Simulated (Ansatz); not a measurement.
Job for Ansatz (an electronic-structure program): R-B3LYP-D3(BJ)/def2-TZVP on CH3NOS (a complex).

Ansatz 0.2 input:
```yaml
crystal:
  periodic: [false, false, false]
  atoms:
    - {symbol: N, position_ang: [0.11164138, -0.01552669, 0.19509117]}
    - {symbol: H, position_ang: [0.49976521, 0.85350194, -0.15141679]}
    - {symbol: H, position_ang: [0.67253797, -0.77128390, -0.17940160]}
    - {symbol: H, position_ang: [-0.82253427, -0.10978072, -0.18508483]}
    - {symbol: O, position_ang: [1.39347590, 0.82492950, 2.76319422]}
    - {symbol: C, position_ang: [0.45185724, 0.18195987, 2.94075357]}
    - {symbol: S, position_ang: [-0.78806312, -0.66454631, 3.27900885]}
basis:
  gaussian:
    orbitals: def2-TZVP
hamiltonian:
  xc: b3lyp
  dispersion: d3bj
relax: {f_tol: 0.004, max_steps: 120}
scf: {lower_state_search: off}
```

It printed:

```
WARN ansatz: RAYON_NUM_THREADS=2 ignored (pool sized by the plan → 2); use --threads N
Functional definition: B3LYP
these checks for a lower state are left out or cut short: stability, starts, cluster_reference, orbital_swaps, neighbouring_geometries, increment
integrals: 0.06 GiB planned
889 factors; their error is unknown
mean field: 0.52 GiB planned
mean field evaluation 1: about -15450.5937 eV, gradient 7.7e1 eV
mean field evaluation 2: about -15420.0955 eV, gradient 1.4e2 eV
mean field evaluation 4: about -15461.3417 eV, gradient 1.1e1 eV
mean field evaluation 8: about -15461.5662 eV, gradient 1.4e-1 eV
mean field evaluation 16: about -15461.5904 eV, gradient 3.3e-3 eV
mean field -15461.59044044 eV, -568.2029684439 hartree, gradient 5.2e-6 eV, S^2 0.000000; 0 other end points of the search recorded, 0 dependent functions left out
the calculation of the forces begins
reference -15461.59067268 eV, -568.2029769785 hartree; 20, 20 occupied and 128, 128 virtual orbitals, 889 factors
relax step   1: F+E_penalty+E_count = -15461.79158975 eV  Δ(F+E_penalty+E_count) = +0.000e0 eV  max|allowed force component| = 1.015e0 eV/Å  Δτ_max = 0.0000 Å  (18 SCF iters, accepted)
these checks for a lower state are left out or cut short: stability, starts, cluster_reference, orbital_swaps, neighbouring_geometries, increment
integrals: 0.05 GiB planned
889 factors; their error is unknown
mean field: 0.51 GiB planned
mean field -15461.66018264 eV, -568.2055314223 hartree, gradient 1.4e-6 eV, S^2 0.000000; 0 other end points of the search recorded, 0 dependent functions left out
the calculation of the forces begins
reference -15461.66041904 eV, -568.2055401100 hartree; 20, 20 occupied and 128, 128 virtual orbitals, 889 factors
relax step   2: F+E_penalty+E_count = -15461.84521427 eV  Δ(F+E_penalty+E_count) = -5.362e-2 eV  max|allowed force component| = 6.852e-1 eV/Å  Δτ_max = 0.1950 Å  (21 SCF iters, accepted)
these checks for a lower state are left out or cut short: stability, starts, cluster_reference, orbital_swaps, neighbouring_geometries, increment
integrals: 0.05 GiB planned
889 factors; their error is unknown
mean field: 0.51 GiB planned
mean field evaluation 32: about -15461.6421 eV, gradient 7.7e-5 eV
mean field -15461.64214230 eV, -568.2048684521 hartree, gradient 1.8e-6 eV, S^2 0.000000; 0 other end points of the search recorded, 0 dependent functions left out
the calculation of the forces begins
reference -15461.64237877 eV, -568.2048771424 hartree; 20, 20 occupied and 128, 128 virtual orbitals, 889 factors
relax step   3: F+E_penalty+E_count = -15461.82697156 eV  Δ(F+E_penalty+E_count) = +1.824e-2 eV  max|allowed force component| = 1.609e0 eV/Å  Δτ_max = 0.0201 Å  (23 SCF iters, rejected (line search))
these checks for a lower state are left out or cut short: stability, starts, cluster_reference, orbital_swaps, neighbouring_geometries, increment
integrals: 0.05 GiB planned
889 factors; their error is unknown
mean field: 0.51 GiB planned
mean field -15461.66556778 eV, -568.2057293226 hartree, gradient 1.9e-6 eV, S^2 0.000000; 0 other end points of the search recorded, 0 dependent functions left out
the calculation of the forces begins
reference -15461.66580454 eV, -568.2057380233 hartree; 20, 20 occupied and 128, 128 virtual orbitals, 889 factors
relax step   4: F+E_penalty+E_count = -15461.84974175 eV  Δ(F+E_penalty+E_count) = -4.527e-3 eV  max|allowed force component| = 1.875e-1 eV/Å  Δτ_max = 0.0097 Å  (24 SCF iters, accepted)
these checks for a lower state are left out or cut short: stability, starts, cluster_reference, orbital_swaps, neighbouring_geometries, increment
integrals: 0.05 GiB planned
889 factors; their error is unknown
mean field: 0.51 GiB planned
mean field -15461.66772660 eV, -568.2058086579 hartree, gradient 1.9e-6 eV, S^2 0.000000; 0 other end points of the search recorded, 0 dependent functions left out
the calculation of the forces begins
reference -15461.66796346 eV, -568.2058173622 hartree; 20, 20 occupied and 128, 128 virtual orbitals, 889 factors
relax step   5: F+E_penalty+E_count = -15461.85100814 eV  Δ(F+E_penalty+E_count) = -1.266e-3 eV  max|allowed force component| = 9.694e-2 eV/Å  Δτ_max = 0.0217 Å  (23 SCF iters, accepted)
these checks for a lower state are left out or cut short: stability, starts, cluster_reference, orbital_swaps, neighbouring_geometries, increment
integrals: 0.05 GiB planned
889 factors; their error is unknown
mean field: 0.51 GiB planned
mean 
[...]
, 889 factors
relax step  32: F+E_penalty+E_count = -15461.85661637 eV  Δ(F+E_penalty+E_count) = +2.733e-7 eV  max|allowed force component| = 3.345e-2 eV/Å  Δτ_max = 0.0352 Å  (21 SCF iters, rejected (line search))
these checks for a lower state are left out or cut short: stability, starts, cluster_reference, orbital_swaps, neighbouring_geometries, increment
integrals: 0.05 GiB planned
889 factors; their error is unknown
mean field: 0.51 GiB planned
mean field -15461.68273467 eV, -568.2063601943 hartree, gradient 1.7e-6 eV, S^2 0.000000; 0 other end points of the search recorded, 0 dependent functions left out
the calculation of the forces begins
reference -15461.68297229 eV, -568.2063689266 hartree; 20, 20 occupied and 128, 128 virtual orbitals, 889 factors
relax step  33: F+E_penalty+E_count = -15461.85664387 eV  Δ(F+E_penalty+E_count) = -2.723e-5 eV  max|allowed force component| = 7.392e-3 eV/Å  Δτ_max = 0.0172 Å  (21 SCF iters, accepted)
these checks for a lower state are left out or cut short: stability, starts, cluster_reference, orbital_swaps, neighbouring_geometries, increment
integrals: 0.05 GiB planned
889 factors; their error is unknown
mean field: 0.51 GiB planned
mean field -15461.68277511 eV, -568.2063616801 hartree, gradient 1.6e-6 eV, S^2 0.000000; 0 other end points of the search recorded, 0 dependent functions left out
the calculation of the forces begins
reference -15461.68301238 eV, -568.2063703998 hartree; 20, 20 occupied and 128, 128 virtual orbitals, 889 factors
relax step  34: F+E_penalty+E_count = -15461.85659302 eV  Δ(F+E_penalty+E_count) = +5.084e-5 eV  max|allowed force component| = 4.378e-2 eV/Å  Δτ_max = 0.0412 Å  (22 SCF iters, rejected (line search))
these checks for a lower state are left out or cut short: stability, starts, cluster_reference, orbital_swaps, neighbouring_geometries, increment
integrals: 0.05 GiB planned
889 factors; their error is unknown
mean field: 0.51 GiB planned
mean field evaluation 256: about -15461.6827 eV, gradient 2.9e-1 eV
mean field -15461.68280222 eV, -568.2063626766 hartree, gradient 1.7e-6 eV, S^2 0.000000; 0 other end points of the search recorded, 0 dependent functions left out
the calculation of the forces begins
reference -15461.68303977 eV, -568.2063714064 hartree; 20, 20 occupied and 128, 128 virtual orbitals, 889 factors
relax step  35: F+E_penalty+E_count = -15461.85666648 eV  Δ(F+E_penalty+E_count) = -2.261e-5 eV  max|allowed force component| = 1.421e-2 eV/Å  Δτ_max = 0.0192 Å  (21 SCF iters, accepted)
these checks for a lower state are left out or cut short: stability, starts, cluster_reference, orbital_swaps, neighbouring_geometries, increment
integrals: 0.05 GiB planned
889 factors; their error is unknown
mean field: 0.51 GiB planned
mean field -15461.68278774 eV, -568.2063621445 hartree, gradient 1.7e-6 eV, S^2 0.000000; 0 other end points of the search recorded, 0 dependent functions left out
the calculation of the forces begins
reference -15461.68302462 eV, -568.2063708497 hartree; 20, 20 occupied and 128, 128 virtual orbitals, 889 factors
relax step  36: F+E_penalty+E_count = -15461.85657471 eV  Δ(F+E_penalty+E_count) = +9.177e-5 eV  max|allowed force component| = 4.653e-2 eV/Å  Δτ_max = 0.0412 Å  (21 SCF iters, rejected (line search))
these checks for a lower state are left out or cut short: stability, starts, cluster_reference, orbital_swaps, neighbouring_geometries, increment
integrals: 0.05 GiB planned
889 factors; their error is unknown
mean field: 0.51 GiB planned
mean field -15461.68281233 eV, -568.2063630483 hartree, gradient 1.7e-6 eV, S^2 0.000000; 0 other end points of the search recorded, 0 dependent functions left out
the calculation of the forces begins
reference -15461.68304973 eV, -568.2063717723 hartree; 20, 20 occupied and 128, 128 virtual orbitals, 889 factors
relax step  37: F+E_penalty+E_count = -15461.85668682 eV  Δ(F+E_penalty+E_count) = -2.034e-5 eV  max|allowed force component| = 7.781e-3 eV/Å  Δτ_max = 0.0126 Å  (21 SCF iters, accepted)
these checks for a lower state are left out or cut short: stability, starts, cluster_reference, orbital_swaps, neighbouring_geometries, increment
integrals: 0.05 GiB planned
889 factors; their error is unknown
mean field: 0.51 GiB planned
mean field -15461.68286145 eV, -568.2063648531 hartree, gradient 1.6e-6 eV, S^2 0.000000; 0 other end points of the search recorded, 0 dependent functions left out
the calculation of the forces begins
reference -15461.68309861 eV, -568.2063735687 hartree; 20, 20 occupied and 128, 128 virtual orbitals, 889 factors
relax step  38: F+E_penalty+E_count = -15461.85669888 eV  Δ(F+E_penalty+E_count) = -1.207e-5 eV  max|allowed force component| = 1.763e-2 eV/Å  Δτ_max = 0.0231 Å  (22 SCF iters, accepted)
these checks for a lower state are left out or cut short: stability, starts, cluster_reference, orbital_swaps, neighbouring_geometries, increment
integrals: 0.05 GiB planned
889 factors; their error is unknown
mean field: 0.51 GiB planned
mean field evaluation 288: about -15461.6828 eV, gradient 1.8e-6 eV
mean field -15461.68283114 eV, -568.2063637394 hartree, gradient 1.8e-6 eV, S^2 0.000000; 0 other end points of the search recorded, 0 dependent functions left out
the calculation of the forces begins
reference -15461.68306815 eV, -568.2063724494 hartree; 20, 20 occupied and 128, 128 virtual orbitals, 889 factors
relax step  39: F+E_penalty+E_count = -15461.85670587 eV  Δ(F+E_penalty+E_count) = -6.991e-6 eV  max|allowed force component| = 1.241e-2 eV/Å  Δτ_max = 0.0042 Å  (23 SCF iters, accepted)
these checks for a lower state are left out or cut short: stability, starts, cluster_reference, orbital_swaps, neighbouring_geometries, increment
integrals: 0.05 GiB planned
889 factors; their error is unknown
mean field: 0.51 GiB planned
mean field -15461.68286823 eV, -568.2063651026 hartree, gradient 1.8e-6 eV, S^2 0.000000; 0 other end points of the search recorded, 0 dependent functions left out
the calculation of the forces begins
reference -15461.68310533 eV, -568.2063738155 hartree; 20, 20 occupied and 128, 128 virtual orbitals, 889 factors
relax step  40: F+E_penalty+E_count = -15461.85671908 eV  Δ(F+E_penalty+E_count) = -1.320e-5 eV  max|allowed force component| = 6.953e-4 eV/Å  Δτ_max = 0.0035 Å  (22 SCF iters, accepted)
these checks for a lower state are left out or cut short: stability, starts, cluster_reference, orbital_swaps, neighbouring_geometries, increment
integrals: 0.05 GiB planned
889 factors; their error is unknown
mean field: 0.51 GiB planned
mean field -15461.68290150 eV, -568.2063663250 hartree, gradient 1.7e-6 eV, S^2 0.000000; 0 other end points of the search recorded, 0 dependent functions left out
the calculation of the forces begins
reference -15461.68313851 eV, -568.2063750351 hartree; 20, 20 occupied and 128, 128 virtual orbitals, 889 factors
relax step  41: F+E_penalty+E_count = -15461.85672839 eV  Δ(F+E_penalty+E_count) = -9.308e-6 eV  max|allowed force component| = 2.206e-3 eV/Å  Δτ_max = 0.0104 Å  (22 SCF iters, accepted)
Total energy: -15461.85696540 eV, -568.2127630554 hartree
Atom 0 at     0.081417    -0.084591     0.026620 Å, force     0.000546     0.000087    -0.001039 eV/Å
Atom 1 at     0.716606     0.697130    -0.087317 Å, force    -0.000981    -0.001436    -0.000086 eV/Å
Atom 2 at     0.501448    -0.886240    -0.429734 Å, force    -0.001601     0.002026     0.000496 eV/Å
Atom 3 at    -0.769902     0.138222    -0.476197 Å, force     0.002206    -0.000667     0.000680 eV/Å
Atom 4 at     1.193886     1.014999     2.806804 Å, force    -0.000643    -0.000886     0.001094 eV/Å
Atom 5 at     0.417256     0.233111     3.154587 Å, force    -0.000778     0.000228    -0.001469 eV/Å
Atom 6 at    -0.622031    -0.813378     3.667380 Å, force     0.001252     0.000649     0.000325 eV/Å
Dipole moment:    -0.049168    -0.049473    -0.361415 e Å
Checks for a lower state left out: stability, starts, cluster_reference, orbital_swaps, neighbouring_geometries, increment
```

Self-consistency was reached.

Cost: about 60 core-seconds (a rough figure).
